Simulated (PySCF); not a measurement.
**TlH₃: from structure and modes to constants**

All numbers come from PBE0 in PySCF with Tl x2c-TZVPall, H x2c-TZVPall; spin-free X2C, no spin–orbit coupling; density-fitted integrals.

The singlet minimum has D3h symmetry. Masses (u): Tl 204.97441, H 1.00782.

```xyz
4
charge 0 multiplicity 1, angstrom
Tl    0.0000    0.0000    0.0000
H     1.7394    0.0000    0.0000
H    -0.8697    1.5064    0.0000
H    -0.8697   -1.5064    0.0000
```

Harmonic wavenumbers (cm⁻¹): 503.1 (e', ×2), 660.9 (a2'', ×1), 1805.7 (e', ×2), 1815.5 (a1', ×1).

Q: Find the vibrational entropy and heat capacity at 298.15 K.

A: With u = 1.43878 ω/T, each mode gives S = R[u/(eᵘ−1) − ln(1−e⁻ᵘ)] and C = R u² eᵘ/(eᵘ−1)².
| ω (cm⁻¹) | u | S (J/(mol K)) | C (J/(mol K)) |
| --- | --- | --- | --- |
| 503.1 (×2) | 2.428 | 2.72 | 5.20 |
| 660.9 | 3.189 | 1.49 | 3.79 |
| 1805.7 (×2) | 8.714 | 0.01 | 0.10 |
| 1815.5 | 8.761 | 0.01 | 0.10 |
The sums over all modes are S = 7.0 and C = 14.5 J/(mol K); the softest mode gives 39 % of the entropy (each member, where degenerate).

Q: Give the standard entropy (298.15 K, 1 bar) by its translational, rotational, vibrational and spin parts, and Cp.

A: Sackur–Tetrode with M = 208.00 u gives 175.4; rotation with symmetry number 6 gives 55.5; vibration 7.0; spin R ln 1 = 0.0. The total is 237.9 J/(mol K), and Cp = 4 R + 14.5 = 47.8 J/(mol K).

No spin–orbit coupling is included, which matters more the heavier the element.
